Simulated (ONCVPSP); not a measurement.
Configuration tests for B (ONCV)

ONCVPSP 4.0.1 input, shortened (lines: element, Z, core and valence counts, functional; n l f; lmax; l rc ep ncon nbas qcut; lloc lpopt rc5 dvloc0; l nproj debl; icmod fcfact rcfact), PBEsol, scalar-relativistic:

```
  B 5.00    1    1  -116133      upf
    1    0    2.00
    2    0    2.00
    1
    0    1.60    0.00    4    8    3.30
    1    1.45    0.16    3    6    6.40
    4    4    1.05    4.00
    0    1    3.30
    1    3    4.00
    0    0.00    0.00
```

In the p channel the program set the typed energies aside and used 0.050, 4.050, 8.050 Ha.

Energies are relative to the spin-unpolarised reference configuration 2s2; without spin polarisation the order of configurations can differ from experiment.

**Question.** Give the all-electron excitation energy and the error of the potential for: 2s2 2p1; 2s1; 2s2 2p0.5; 2s1 2p2.

**Answer.**

| valence configuration | charge | ΔE all-electron (eV) | error AE − PS (meV) |
| --- | --- | --- | --- |
| 2s2 2p1 | 0 | -8.139 | +24 |
| 2s1 | +2 | 25.262 | +11 |
| 2s2 2p0.5 | +0.5 | -5.284 | +10.0 |
| 2s1 2p2 | 0 | -2.320 | +51 |
